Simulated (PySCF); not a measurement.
# N⁺: ionisation energy

N⁺ [He] 2s2 2p2 (3P) → N²⁺ [He] 2s2 2p1 (2P), as a difference of total energies. Computed with PySCF 2.14 in def2-QZVPPD, with the non-relativistic Hamiltonian (point nucleus). Correlated levels: valence and next inner shell: nothing frozen. The calculations carry no spin-orbit coupling.

```csv
method,ionisation energy (eV),difference from reference (eV)
UHF,29.209,-0.392
MP2 (valence and next inner shell),29.697,+0.096
SCS-MP2 (valence and next inner shell),29.547,-0.054
CCSD (valence and next inner shell),29.543,-0.058
CCSD(T) (valence and next inner shell),29.559,-0.042
```

Reference: 29.601 eV (semi-empirical (NIST evaluation); NIST Atomic Spectra Database, ionization energies).

Errors of the correlated levels include the incompleteness of this basis.
